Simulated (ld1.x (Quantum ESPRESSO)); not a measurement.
# sulfur, PAW: configuration errors across variants

```json
{
  "Element": "S",
  "Generator": "ld1.x (Quantum ESPRESSO) 7.5",
  "Type": "PAW",
  "Functional": "PBEsol",
  "Relativity": "scalar-relativistic",
  "Frozen core": "[Ne]",
  "Valence charge": "6",
  "Reference configuration": "3s2 3p3 (charge +1)",
  "Partial waves": "3s (bound): rcut 1.20, rcutus 1.40 bohr; 3s channel at -1.5 Ry: rcut 1.20, rcutus 1.40 bohr; 3p (bound): rcut 1.05, rcutus 1.35 bohr; 3p channel at 3.15 Ry: rcut 1.05, rcutus 1.35 bohr; 3d channel at 0.45 Ry: rc 1.05 bohr",
  "Local potential": "the d channel",
  "Core correction": "Bessel-smoothed model core inside 0.95 bohr",
  "Augmentation charge": "PSQ, radius 1.05 bohr"
}
```

All-electron excitation energies from the reference (eV): (1) 3s2 3p4 -11.733; (2) 3s2 3p2 22.241; (3) 3s2 3p1 56.241; (4) 3s0 3p6 8.946; (5) 3s1 3p5 -1.454; (6) 3s2 3p0 103.000; (7) 3s2 3p3.5 -7.090.

A true bound ghost makes a file unfit for plane-wave use even where its test errors are small: the radial tests pick states by their node count and pass the ghost by.

Errors AE − PS in meV (a dash: test not solved or not reliable):

```tsv
change	(1)	(2)	(3)	(4)	(5)	(6)	(7)	bound ghosts
base	+0.7	-3.9	-22	-0.3	+0.4	-73	+0.4	none
wave 3d channel at 0.45 Ry: rc 1.05 bohr becomes 3d channel at -0.17 Ry: rc 1.05 bohr	+0.6	-3.9	-22	-0.3	+0.4	-75	+0.4	none
wave 3d channel at 0.45 Ry: rc 1.05 bohr becomes 3d channel at -0.1 Ry: rc 1.05 bohr	+0.6	-3.9	-22	-0.3	+0.4	-75	+0.4	none
wave 3d channel at 0.45 Ry: rc 1.05 bohr becomes 3d channel at 0.16 Ry: rc 1.05 bohr	+0.7	-3.9	-22	-0.3	+0.4	-74	+0.4	none
wave 3d channel at 0.45 Ry: rc 1.05 bohr becomes 3d channel at 0.48 Ry: rc 1.05 bohr	+0.7	-3.9	-22	-0.3	+0.4	-73	+0.4	none
wave 3d channel at 0.45 Ry: rc 1.05 bohr becomes 3d channel at 0.78 Ry: rc 1.05 bohr	+0.7	-3.9	-22	-0.3	+0.4	-72	+0.4	none
wave 3d channel at 0.45 Ry: rc 1.05 bohr becomes 3d channel at 1.42 Ry: rc 1.05 bohr	+0.7	-3.9	-21	-0.3	+0.4	-69	+0.4	none
wave 3d channel at 0.45 Ry: rc 1.05 bohr becomes 3d channel at 2.74 Ry: rc 1.05 bohr	+0.7	-3.8	-20	-0.3	+0.4	-58	+0.4	none
wave 3d channel at 0.45 Ry: rc 1.05 bohr becomes 3d channel at 3.45 Ry: rc 1.05 bohr	+0.7	-3.7	-19	-0.3	+0.4	–	–	none
wave 3d channel at 0.45 Ry: rc 1.05 bohr becomes 3d channel at 6.41 Ry: rc 1.05 bohr	–	–	–	–	–	–	–	s
```

(1) Give the same row for: wave 3d channel at 0.45 Ry: rc 1.05 bohr becomes 3d channel at -0.02 Ry: rc 1.05 bohr.

## Answers

(1) +0.6, -3.9, -22, -0.3, +0.4, -75, +0.4; bound ghosts: none.
